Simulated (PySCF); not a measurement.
**ECD: `C[C@@H](C#N)[C@@H]1C[C@@H](F)O1`, C6H8FNO**

Geometry (Å), atoms numbered from 1 in this order:
```xyz
17

C    -1.991   -0.979    0.036
C    -0.977    0.111   -0.323
C    -1.563    1.424   -0.177
N    -2.031    2.459   -0.053
C     0.259    0.008    0.575
C     1.476    0.867    0.196
C     2.176   -0.481    0.034
F     3.137   -0.702    0.983
O     1.009   -1.194    0.316
H    -1.501   -1.947   -0.028
H    -2.358   -0.838    1.050
H    -2.836   -0.955   -0.648
H    -0.663   -0.012   -1.367
H    -0.033    0.066    1.630
H     1.884    1.484    0.991
H     1.370    1.445   -0.718
H     2.635   -0.743   -0.928
```

Computed with PySCF 2.14.0, TDDFT B3LYP/def2-SVPD circular dichroism and optical rotation, one conformer, gas phase. Geometry: GFN2-xTB.

The molecule is flexible and this is one conformer; a measurement averages over conformers. States above about 8.6 eV lie in this functional's continuum (it starts at minus the energy of the highest occupied orbital, well below the true ionisation energy for most functionals) and depend on the basis.

Task: Assign R or S to each stereocentre.

Result: C2 S, C5 S, C7 R.

Task: List the lowest 12 singlet excitations with oscillator and rotatory strengths.

Result: Rotatory strengths R in 10⁻⁴⁰ esu² cm², velocity form and length form (origin at the centre of mass); f in length form.
```
state  E (eV)  λ (nm)       f  R (velocity)  R (length)                                    main
    1    7.54     164  0.0006          -0.9        -0.5                          HOMO→LUMO 0.84
    2    7.72     161   0.025         -31.0       -30.7                        HOMO→LUMO+1 0.81
    3    7.79     159   0.004          -9.0        -8.8    HOMO−2→LUMO+1 0.21, HOMO−2→LUMO 0.15
    4    8.02     155   0.015          -4.0        -3.7      HOMO→LUMO+2 0.30, HOMO−1→LUMO 0.15
    5    8.11     153   0.003          +3.6        +3.6  HOMO−3→LUMO+1 0.21, HOMO−1→LUMO+1 0.15
    6    8.18     152   0.005          +0.7        +1.2      HOMO→LUMO+2 0.48, HOMO→LUMO+3 0.34
    7    8.35     149   0.009          +5.0        +5.0      HOMO→LUMO+3 0.46, HOMO−1→LUMO 0.14
    8    8.47     146   0.020         -25.8       -26.1      HOMO→LUMO+4 0.38, HOMO−1→LUMO 0.22
    9    8.52     146   0.004          +8.4        +8.9      HOMO→LUMO+4 0.43, HOMO−2→LUMO 0.27
   10    8.64     143   0.010         +16.4       +15.7  HOMO−1→LUMO+1 0.21, HOMO−1→LUMO+2 0.11
   11    8.68     143  0.0003          +1.9        +1.9  HOMO−2→LUMO+1 0.23, HOMO−3→LUMO+1 0.18
   12    8.71     142   0.004          +9.0       +10.6      HOMO→LUMO+5 0.68, HOMO→LUMO+6 0.11
```

Among the states computed, the strongest CD band (largest |R|) is state 2. The largest dissymmetry factor in size, g = 4R/(D+G), with D and G the electric and magnetic dipole strengths, is +0.078 for state 11 (velocity form, f = 0.0003), among bands with |R| over 0.5. The mirror image has the same energies and oscillator strengths and all R with the opposite sign.
